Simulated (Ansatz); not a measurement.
`O[Si](O)(O)Cl` and `[OH][Ge]([OH])([OH])[Cl]` differ in one element.

Ansatz, PBE0-D4/def2-TZVP geometries, multiplicity 1. Each molecule was computed in one conformer, which needn't be the lowest.

Scalar relativity is left out up to krypton.

```json
{"property": "HOMO–LUMO gap (PBE0/def2-TZVPP) / eV", "`O[Si](O)(O)Cl`": "9.52"}
{"property": "HOMO energy (PBE0/def2-TZVPP) / eV", "`O[Si](O)(O)Cl`": "-9.13"}
{"property": "size of the dipole moment (ωB97M-V/def2-TZVPP) / D", "`O[Si](O)(O)Cl`": "0.64"}
{"property": "size of the dipole moment (PBE/def2-TZVPP) / D", "`O[Si](O)(O)Cl`": "0.52"}
{"property": "HOMO energy (ωB97M-V/def2-TZVPP) / eV", "`O[Si](O)(O)Cl`": "-11.46"}
{"property": "HOMO–LUMO gap (B3LYP/def2-TZVPP) / eV", "`O[Si](O)(O)Cl`": "8.84"}
```

Q: Give the same properties after the change, and the shifts. (Estimate.)

A: Computed: 
```
                                          property  `[OH][Ge]([OH])([OH])[Cl]`  shift
              HOMO–LUMO gap (PBE0/def2-TZVPP) / eV                        8.71  -0.81
                HOMO energy (PBE0/def2-TZVPP) / eV                       -9.32  -0.19
size of the dipole moment (ωB97M-V/def2-TZVPP) / D                        1.00   0.36
    size of the dipole moment (PBE/def2-TZVPP) / D                        0.82   0.30
             HOMO energy (ωB97M-V/def2-TZVPP) / eV                      -11.67  -0.21
             HOMO–LUMO gap (B3LYP/def2-TZVPP) / eV                        8.04  -0.80
```

With PBE0 the HOMO falls by 0.19 eV and the LUMO falls by 1.00 eV, so the gap narrows by about 0.81 eV. PBE moves the HOMO by -0.13 eV and ωB97M-V by -0.21 eV. Dipoles are sizes alone; their direction can turn.

B3LYP here is the variant with VWN-RPA as its local correlation; programs differ in this.
